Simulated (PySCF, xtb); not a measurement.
In(F)(Me)(NH2) (CH₅FInN), SMILES [CH3][In]([NH2])[F]. Other conformers were not sampled.

Harmonic wavenumbers (cm⁻¹) from GFN2-xTB run with xtb at its own minimum, in rising order: 38, 81, 97, 111, 151, 337, 396, 464, 629, 645, 662, 691, 1162, 1401, 1407, 1453, 3006, 3025, 3031, 3330, 3365.

Question: What does PBE-D3(BJ)/def2-SVP (PySCF 2.14.0) give at its own minimum? (The exact figures need the calculation; the answer reports its results.)

Answer: 34, 103, 126, 137, 265, 420, 492, 565, 591, 699, 711, 771, 1132, 1380, 1381, 1470, 2997, 3115, 3123, 3434, 3541. Paired by order, the mean absolute difference is 60 cm⁻¹ and the zero-point energies are 36.4 and 37.9 kcal/mol.
